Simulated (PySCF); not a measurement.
PySCF input file for (3R)-1-fluoro-3-methylcyclobutene (C₅H₇F), SMILES C[C@H]1C=C(F)C1, SMD-B3LYP/def2-SVP. Geometry optimised at B3LYP-D3(BJ)/def2-SVP.

```python
import numpy as np
from pyscf import gto, scf, dft
from pyscf.solvent import smd

mol = gto.M(
    atom='''
    C    -2.23384753    0.13415765    0.19919986
    C    -0.83100220   -0.13775740    0.72495614
    C     0.05888186   -1.06719426   -0.10262444
    C     0.94753864   -0.08940992   -0.31055807
    F     2.10428887   -0.02773627   -0.95859288
    C     0.24254620    0.98801465    0.45974206
    H    -2.72933809    0.93216968    0.77620775
    H    -2.86246003   -0.76866106    0.26665964
    H    -2.20196055    0.44236289   -0.85877537
    H    -0.86848051   -0.41486213    1.79340813
    H    -0.01995017   -2.11415503   -0.39617299
    H     0.76540318    1.36452827    1.35414424
    H    -0.12651532    1.84137965   -0.13242877
    ''',
    basis='def2-SVP',
    charge=0,
    spin=0,
    max_memory=1600,
    verbose=3,
)
mf = dft.RKS(mol, xc='b3lyp').density_fit(auxbasis='def2-universal-jkfit')
mf.grids.level = 3
mf.conv_tol = 1e-9
mf.max_cycle = 100
mf.kernel()
res = {}
for name in ['water', '2-propanol', 'toluene']:
    s = mf.SMD()
    s.with_solvent.solvent, s.with_solvent.sasa_ng = name, 194
    s.kernel(mf.make_rdm1())
    res[name] = (s.e_tot, s.with_solvent.get_cds(), s.dip_moment(), s.mo_energy, s.converged)
    print(f'SMD {name}: dG(solv) = {(s.e_tot - mf.e_tot) * 627.509474:.3f} kcal/mol, of which CDS {res[name][1] * 627.509474:.3f}')
```

It prints:

```
converged SCF energy = -294.313333359021
converged SCF energy = -294.311282618981
Dipole moment(X, Y, Z, Debye): -1.48421,  0.26070,  0.96353
SMD water: dG(solv) = 1.287 kcal/mol, of which CDS 3.401
converged SCF energy = -294.317835610789
Dipole moment(X, Y, Z, Debye): -1.46734,  0.25442,  0.94888
SMD 2-propanol: dG(solv) = -2.825 kcal/mol, of which CDS -0.835
converged SCF energy = -294.318591614754
Dipole moment(X, Y, Z, Debye): -1.33285,  0.21423,  0.84385
SMD toluene: dG(solv) = -3.300 kcal/mol, of which CDS -2.268
```

Self-consistency was reached.
